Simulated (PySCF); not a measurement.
C₂H₅BF₂O, SMILES FB(F)OCC.

Geometry optimised at TPSSh-D3(BJ)/def2-SVP. The values are those of a single conformer.

Computed with TDA-PBE/def2-SVPD (PySCF).

Vertical excitations. Isolated molecule, no solvent.

Computed UV-visible absorptions:
```csv
state,energy (eV),λ (nm),f,main pairs
S1,7.51,165,0.012,HOMO→LUMO 100 %
S2,7.72,161,0.002,HOMO−1→LUMO 100 %
S3,8.29,150,0.054,"HOMO→LUMO+2 86 %, HOMO→LUMO+1 13 %"
S4,8.35,148,0.008,HOMO−1→LUMO+1 98 %
S5,8.51,146,0.001,HOMO−1→LUMO+2 97 %
S6,8.63,144,0.044,"HOMO→LUMO+3 46 %, HOMO→LUMO+1 40 %, HOMO→LUMO+2 8 %"
S7,8.92,139,0.030,"HOMO→LUMO+3 42 %, HOMO→LUMO+4 23 %, HOMO→LUMO+1 21 %"
S8,8.97,138,0.003,HOMO−2→LUMO 96 %
S9,9.01,138,0.030,HOMO−1→LUMO+3 95 %
S10,9.11,136,0.062,HOMO→LUMO+4 70 %
T1,7.37,168,0,HOMO→LUMO 98 %
T2,7.59,163,0,"HOMO−1→LUMO 61 %, HOMO→LUMO+1 35 %"
T3,7.63,163,0,"HOMO→LUMO+1 59 %, HOMO−1→LUMO 38 %"
T4,8.11,153,0,"HOMO−1→LUMO+1 80 %, HOMO→LUMO+2 19 %"
```
Triplets are in the Tamm–Dancoff approximation.
